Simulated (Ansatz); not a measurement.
Gas-phase electronic energies from Ansatz, PBE0-D4/def2-TZVP geometries. CCSD(T)/CBS is the MP2 limit (def2-TZVPP, def2-QZVPP) plus CCSD(T) − MP2 in def2-TZVPP, frozen cores. Functionals use def2-TZVPP. B3LYP here is the variant with VWN-RPA as its local correlation; programs differ in this. One conformer a species, not always the lowest.

Consider the substitution at a C–Si bond: `CO[SiH](C)[SiH3]` + `CNN` → `CNNC` + `CO[SiH2][SiH3]`.

| level | ΔE (kJ/mol) |
| --- | --- |
| PBE-D4 | 70.7 |
| B3LYP-D4 | 70.0 |
| B2PLYP | 70.3 |
| B3LYP | 68.1 |
| MP2/def2-TZVPP | 74.5 |
| HF/def2-QZVPP | 65.1 |
| HF/CBS(def2) | 65.1 |
| MP2/CBS(def2) | 76.5 |

Question: What does CCSD(T)/CBS give? (An estimate is asked.)

Answer: Ansatz gave: +73.0 kJ/mol. The listed levels differ from it by -2.3, -3.0, -2.7, -4.9, 1.5, -7.9, -7.9, 3.5 kJ/mol.

Largest T1 diagnostic among the species: 0.012.

In def2-TZVPP, CCSD(T) changes the Hartree–Fock value by +5.8 kJ/mol (the triples alone add +0.2 kJ/mol) and MP2 by +9.3 kJ/mol.
